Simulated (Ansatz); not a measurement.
Two isomers of CH6O2SSi: A = `OC[SiH](O)S`, B = `O[SiH2]OCS`.

Gas-phase electronic energies from Ansatz, PBE0-D4/def2-TZVP geometries. CCSD(T)/CBS adds triple-zeta CCSD(T) − MP2 to the extrapolated MP2 energy (def2 sets, frozen cores). Functionals use def2-TZVPP. B3LYP here is the variant with VWN-RPA as its local correlation; programs differ in this. One conformer a species, not always the lowest.

Task: Which is lower in electronic energy at CCSD(T)/CBS, and by how much? (Best estimate.)

Result: The calculation gave: B, by 16.8 kJ/mol.

Task: Give E(B) − E(A) in kJ/mol with HF/def2-TZVPP, ωB97M-V, B3LYP, MP2/def2-TZVPP, CCSD(T)/def2-TZVPP, B3LYP-D4, B2PLYP. (Best estimate.)

Result: Ansatz gave: HF/def2-TZVPP -32.5, ωB97M-V -15.5, B3LYP -20.6, MP2/def2-TZVPP -18.9, CCSD(T)/def2-TZVPP -19.3, B3LYP-D4 -20.4, B2PLYP -21.4. None reverses the order clearly.

Largest T1 diagnostic: 0.012.

In def2-TZVPP, CCSD(T) changes the Hartree–Fock value by +13.2 kJ/mol (the triples alone add +0.9 kJ/mol) and MP2 by +13.7 kJ/mol.
